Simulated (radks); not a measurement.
Task: Coherent X-ray form factor from a spherical all-electron density. Calculated with a radial shooting solver on a logarithmic mesh with Libxc functionals: Dirac Kohn-Sham, PBE, spin-unpolarised, spherical densities, finite nucleus; Fermi nuclear charge, rms radius of each element as measured or else 0.836 A^(1/3) + 0.57 fm.

sin(theta)/lambda (1/angstrom)  f0 (electrons)
0.05                                    46.548
0.1                                     45.261
0.15                                    43.315
0.2                                     40.938
0.25                                    38.350
0.3                                     35.728
0.4                                     30.835
0.5                                     26.769
0.6                                     23.612
0.8                                     19.414
1                                       16.693
1.25                                    13.879
1.5                                     11.336
2                                        7.650

The species is in the configuration that NIST lists as its ground one. Which atom or ion scatters so?

Result: The antimony ion Sb4+, [Kr] 4d10 5s1. Extrapolating in s^2 from the first two rows gives f0(0) = 47.0, near the electron count 47; among species with that count, the fall with angle is slower the higher Z, and the table is that of Z = 51; from so few rows the species is fixed only to a neighbour or two.
